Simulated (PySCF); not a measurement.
Two species compared at the same levels of theory.

First species: AlCl2(CCH), C2HAlCl2.
Structure used (PBE0-D3(BJ)/def2-SVP), in Å, numbered top down from 1:
```xyz
6
C2HAlCl2 angstrom
Al     0.5792    1.0198    0.0098
Cl     2.6645    1.0495    0.0505
Cl    -0.4349    2.8429   -0.0358
C     -0.3585   -0.6175    0.0000
C     -0.9601   -1.6788   -0.0084
H     -1.4901   -2.6160   -0.0162
```

Second species: C7H7NS2.
Bonds: C1–S2, S2–C3, C3–C4 (aromatic), C4–S5 (aromatic), S5–C6 (aromatic), C6–C7 (aromatic), C7–C8 (aromatic), C8–N9 (aromatic), N9–C10 (aromatic), C3–C10 (aromatic), C6–C10 (aromatic). Hydrogens: H11, H12, H13 on C1; H14 on C4; H15 on C7; H16 on C8; H17 on N9.

Levels: wB97X-D/def2-SVPD for dipole moment, HOMO energy, LUMO energy, HOMO–LUMO gap, static isotropic polarisability and electronic spatial extent ⟨r²⟩ about the centre of nuclear charge; TDDFT wB97X-D/def2-SVPD for lowest singlet excitation; PBE0-D3(BJ)/def2-SVP for rotational constant A and rotational constant C. Geometries: PBE0-D3(BJ)/def2-SVP. All species are isolated and taken at one optimised geometry, non-relativistic unless stated. Electronic properties by PySCF.

Dipoles, sizes and rotational constants follow the conformer. The torsions of the flexible species, by atom-mapped SMILES:
- `[CH3:1][S:2][c:3]1[cH:4][s:5][c:6]2[cH:7][cH:8][nH:9][c:10]12`: C1–S2–C3–C4 -6°

```
                                                         property   column X    column Y
                                                    dipole moment     2.12 D      1.87 D
                                                      HOMO energy  -10.62 eV    -7.39 eV
                                                      LUMO energy   -0.06 eV     1.37 eV
                                                    HOMO–LUMO gap   10.56 eV     8.76 eV
                                        lowest singlet excitation    5.34 eV     4.99 eV
                                  static isotropic polarisability    70.6 au    127.9 au
electronic spatial extent ⟨r²⟩ about the centre of nuclear charge  981 bohr²  1963 bohr²
                                            rotational constant A  2.253 GHz   1.748 GHz
                                            rotational constant C  1.054 GHz   0.549 GHz
```

(1) Which column belongs to which species?

(2) How does each property change from the first species to the second?

Answers

(1) Column X is the first species and column Y the second. The first has 6 atoms and 60 electrons, the second 17 and 88.

(2) dipole moment -0.25 D; HOMO energy +3.23 eV; LUMO energy +1.43 eV; HOMO–LUMO gap -1.80 eV; lowest singlet excitation -0.35 eV; static isotropic polarisability +57.3 au; electronic spatial extent ⟨r²⟩ about the centre of nuclear charge +982 bohr²; rotational constant A -0.505 GHz; rotational constant C -0.505 GHz.

On the first: No computed singlet falls in the visible range (750 to 380 nm, 1.65 to 3.26 eV); S1 lies 2.08 eV above its blue end. The polarisability is 10.46 Å³ as a volume (1 au = 0.148185 Å³), or 1.18 au for each of the 60 electrons.

On the second: The 6 singlets span 4.99 to 5.76 eV, and their oscillator strengths add up to 0.44. The polarisability is 18.95 Å³ as a volume (1 au = 0.148185 Å³), or 1.45 au for each of the 88 electrons.
